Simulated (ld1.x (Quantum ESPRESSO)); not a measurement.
**Reading a pseudo-wave (germanium)**

Columns: radius, all-electron u(r) and pseudo u(r) of the 4s shell (level -19.86 eV) of germanium in the configuration [Ar] 3d10 4s2 4p1; PBE, scalar-relativistic, ultrasoft scheme, ld1.x (Quantum ESPRESSO) 7.5.

```json
{"r (bohr)": "0.130", "all-electron": "-0.2184", "pseudo": "-0.0865"}
{"r (bohr)": "0.260", "all-electron": "0.0316", "pseudo": "-0.1724"}
{"r (bohr)": "0.390", "all-electron": "0.3198", "pseudo": "-0.2570"}
{"r (bohr)": "0.520", "all-electron": "0.3444", "pseudo": "-0.3393"}
{"r (bohr)": "0.650", "all-electron": "0.1931", "pseudo": "-0.4186"}
{"r (bohr)": "0.780", "all-electron": "-0.0223", "pseudo": "-0.4935"}
{"r (bohr)": "0.910", "all-electron": "-0.2362", "pseudo": "-0.5628"}
{"r (bohr)": "1.040", "all-electron": "-0.4191", "pseudo": "-0.6251"}
{"r (bohr)": "1.170", "all-electron": "-0.5617", "pseudo": "-0.6788"}
{"r (bohr)": "1.300", "all-electron": "-0.6641", "pseudo": "-0.7227"}
{"r (bohr)": "1.430", "all-electron": "-0.7310", "pseudo": "-0.7553"}
{"r (bohr)": "1.560", "all-electron": "-0.7682", "pseudo": "-0.7755"}
{"r (bohr)": "1.690", "all-electron": "-0.7815", "pseudo": "-0.7825"}
{"r (bohr)": "1.820", "all-electron": "-0.7760", "pseudo": "-0.7760"}
{"r (bohr)": "1.950", "all-electron": "-0.7563", "pseudo": "-0.7563"}
{"r (bohr)": "2.080", "all-electron": "-0.7262", "pseudo": "-0.7262"}
{"r (bohr)": "2.210", "all-electron": "-0.6888", "pseudo": "-0.6888"}
{"r (bohr)": "2.340", "all-electron": "-0.6467", "pseudo": "-0.6467"}
{"r (bohr)": "2.470", "all-electron": "-0.6020", "pseudo": "-0.6020"}
{"r (bohr)": "2.600", "all-electron": "-0.5564", "pseudo": "-0.5564"}
{"r (bohr)": "2.730", "all-electron": "-0.5111", "pseudo": "-0.5111"}
{"r (bohr)": "2.860", "all-electron": "-0.4669", "pseudo": "-0.4669"}
{"r (bohr)": "2.990", "all-electron": "-0.4245", "pseudo": "-0.4245"}
{"r (bohr)": "3.120", "all-electron": "-0.3845", "pseudo": "-0.3845"}
{"r (bohr)": "3.250", "all-electron": "-0.3470", "pseudo": "-0.3470"}
{"r (bohr)": "3.380", "all-electron": "-0.3122", "pseudo": "-0.3122"}
```

Problem. How many radial nodes do the two functions have?

Solution. The all-electron 4s function has n − l − 1 = 3 (the table is too coarse to show those close to the nucleus); the pseudo-wave has 0, since the states of the same l below it are removed with the core.

Problem. At about which radius was the pseudo-wave matched?

Solution. 1.85 bohr, where the columns begin to agree (steps of 0.13 bohr).

Problem. Is the pseudo-wave norm-conserving?

Solution. No, it belongs to an ultrasoft set: the norm inside the radius is not constrained, and the difference is carried by the augmentation charge.
